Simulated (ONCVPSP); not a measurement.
What one change does to a pseudopotential (rhenium, ONCV)

ONCVPSP 4.0.1 input, shortened (lines: element, Z, core and valence counts, functional; n l f; lmax; l rc ep ncon nbas qcut; lloc lpopt rc5 dvloc0; l nproj debl; icmod fcfact rcfact), LDA (Perdew-Zunger), scalar-relativistic:

```
  Re 75.00   10    3        3      upf
    1    0    2.00
    2    0    2.00
    2    1    6.00
    3    0    2.00
    3    1    6.00
    3    2   10.00
    4    0    2.00
    4    1    6.00
    4    2   10.00
    4    3   14.00
    5    0    2.00
    5    1    6.00
    5    2    5.00
    2
    0    1.80    0.00    4    7    6.30
    1    1.90    0.00    4    7    6.90
    2    1.95    0.00    4    9    7.50
    4    5    1.35    0.00
    0    3    0.70
    1    2    3.00
    2    3    1.30
    2    0.20    1.10
```

In the s channel the program set the typed energies aside and used -3.757, 0.050, 0.750 Ha.

All-electron outer shells of the reference configuration (LDA (Perdew-Zunger), scalar-relativistic, ld1.x):

```csv
shell,level (eV),outermost node (bohr),outermost maximum (bohr)
5p,-63.95,0.56,1.06
4f,-59.35,–,0.41
5d,-21.73,0.62,1.41
```

Change: p: qcut 3.9.

Cutoffs: the cutoffs (Ha) at which the residual kinetic energy of the hardest occupied pseudo-wave falls to 1 and 0.1 mHa per electron; they do not see the model core or the augmentation charge, which bear on the density cutoff. Errors are all-electron minus pseudo energies relative to the spin-unpolarised reference configuration.

Q: What does the change do?

A: The potential gets harder (16 Ha and 20 Ha → 33 Ha and 41 Ha); of the 4 tests that both files solve, the error grows in 0 and shrinks in 1 by more than 15 % and 0.3 meV (median size 4.3 → 4.1 meV); neither file shows a bound ghost.

| quantity | base | changed |
| --- | --- | --- |
| cutoff, loose | 16 Ha | 33 Ha |
| cutoff, tight | 20 Ha | 41 Ha |
| loose cutoff by channel | s 15 Ha, p 12 Ha, d 16 Ha | s 15 Ha, p 33 Ha, d 16 Ha |
| bound ghosts | none | none |
| GHOST(+) flags under 300 eV | none | none |
| error for 5s2 5p6 5d5 6s2, meV [ΔE -26.20 eV] | +2.0 | +1.6 |
| error for 5s2 5p6 5d5 6s1, meV [ΔE -16.68 eV] | +3.1 | +2.9 |
| error for 5s2 5p6 5d4, meV [ΔE 27.44 eV] | -8.6 | -9.8 |
| error for 5s2 5p6 5d5 6s1 6p1, meV [ΔE -21.33 eV] | +5.4 | +5.2 |
| s: phases at 1.83 bohr within 0.05 rad from the reference energy up to (Ha; the scan ends near 5) | to the end of the scan | to the end of the scan |
| p: phases at 1.93 bohr within 0.05 rad from the reference energy up to (Ha; the scan ends near 5) | to the end of the scan | to the end of the scan |
| d: phases at 1.97 bohr within 0.05 rad from the reference energy up to (Ha; the scan ends near 5) | to the end of the scan | to the end of the scan |
| rms error of d²Exc/dni dnj with the model core, mHa | 2.29 | 2.07 |
